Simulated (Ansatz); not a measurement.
Species: BNH3, charge 1, singlet. BNH3+ (SMILES [NH2+]=B).
B3LYP-D3(BJ)/def2-TZVP minimum from Ansatz (a quantum-chemistry and plane-wave program):
```xyz
5

B      0.7546     0.2085     0.0423
N     -0.5076    -0.1403    -0.0284
H      1.8793     0.5193     0.1053
H     -1.2805     0.5223     0.0551
H     -0.8187    -1.1024    -0.1727
```
Charge +1, spin multiplicity 1.

Hartree-Fock and CCSD correlation energies in hartree (Ansatz). UHF or UKS for unpaired electrons; spin-orbit terms are left out. Correlated methods leave the cores frozen. No relativity.

```
basis    X      E(HF)  E(corr, CCSD)
-------  -  ---------  -------------
cc-pVTZ  3  -80.64781       -0.30104
cc-pVQZ  4  -80.65345       -0.31732
cc-pV5Z  5  -80.65466       withheld
```

Fit E(corr) = E∞ + A/X³ to X = 3 and 4, predict X = 5, and compare with the run.

A = (-0.30104 - (-0.31732))/(1/27 - 1/64) = 0.7603; E∞ = -0.31732 - A/64 = -0.32920; at X = 5, E∞ + A/125 = -0.32312. The run gave -0.32240, 0.72 mEh above the prediction. The same form on X = 4 and 5 gives E∞ = -0.32773, 1.47 mEh above the first estimate.
